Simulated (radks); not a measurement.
Valence configurations of Re I (all share [Xe]). Method: Dirac Kohn-Sham, PBE, spin-unpolarised, spherical densities, point nucleus; open shells fill j = l - 1/2 first; computed with a radial shooting solver on a logarithmic mesh with Libxc functionals. Order these by energy: 4f14 5d6 6s1; 4f14 5d4 6s2 6p1; 4f13.5 5d6 6s1.5; 4f12 5d5 6s2 6p2; 4f13 5d5 6s2 6p1; 4f13 5d6 6s2; 4f14 5d3 6s2 6p2; 4f14 5d5 6s2; 4f14 5d5 6s1 6p1; 4f14 5d5 6s1.5 6p0.5.

Answer. From the lowest, in eV above it: 4f14 5d5 6s2 0.000; 4f14 5d6 6s1 1.395; 4f14 5d5 6s1.5 6p0.5 2.123; 4f14 5d4 6s2 6p1 3.966; 4f14 5d5 6s1 6p1 4.300; 4f14 5d3 6s2 6p2 10.732; 4f13.5 5d6 6s1.5 19.336; 4f13 5d6 6s2 39.995; 4f13 5d5 6s2 6p1 45.105; 4f12 5d5 6s2 6p2 103.32. NIST lists [Xe] 4f14 5d5 6s2 as the ground configuration; this level of theory agrees among the configurations tried. The energies are those of spherical spin-averaged densities, not of single terms.
